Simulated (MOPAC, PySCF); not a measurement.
C8H9FSi, SMILES `C=C([SiH3])c1ccccc1F` (Si–C–C–C torsion 145°), neutral singlet in the gas phase. 

Cartesian coordinates (Å):
```xyz
19

C      1.7733     0.0328     1.7567
C      1.3318    -0.1037     0.4937
Si     2.6190    -0.4531    -0.8500
C     -0.1040     0.0415     0.1718
C     -0.9416     0.9299     0.8658
C     -2.2928     1.0518     0.5582
C     -2.8476     0.2858    -0.4671
C     -2.0436    -0.5959    -1.1846
C     -0.6998    -0.6979    -0.8563
F      0.0624    -1.5488    -1.5541
H      1.0886     0.1903     2.5982
H      2.8385    -0.0209     2.0002
H      2.2896     0.2769    -2.1098
H      3.9295     0.0419    -0.3267
H      2.7585    -1.9088    -1.1460
H     -0.5041     1.5532     1.6488
H     -2.9141     1.7571     1.1140
H     -3.9067     0.3793    -0.7170
H     -2.4369    -1.2112    -1.9956
```
Charge 0, multiplicity 1.

All levels are single points at this geometry (PBE0-D3(BJ)/def2-SVP); Pople sets use spherical d functions. Orbital energies aren't observables, and empty levels follow the basis.

PM6 in MOPAC gives dipole (D) = 1.65.

### Question
Estimate the dipole (D) from each of these levels: PBE-D3(BJ)/def2-TZVP in PySCF; PBE0-D3(BJ)/def2-TZVP in PySCF; B3LYP/6-31G* in PySCF; BP86/6-31G* in PySCF; SVWN5/6-31G* in PySCF; AM1 in MOPAC; PM3 in MOPAC; PM7 in MOPAC.

### Answer

```csv
level,dipole (D)
PBE-D3(BJ)/def2-TZVP in PySCF,1.82
PBE0-D3(BJ)/def2-TZVP in PySCF,1.93
B3LYP/6-31G* in PySCF,1.87
BP86/6-31G* in PySCF,1.76
SVWN5/6-31G* in PySCF,1.75
AM1 in MOPAC,1.54
PM3 in MOPAC,1.34
PM7 in MOPAC,1.64
```
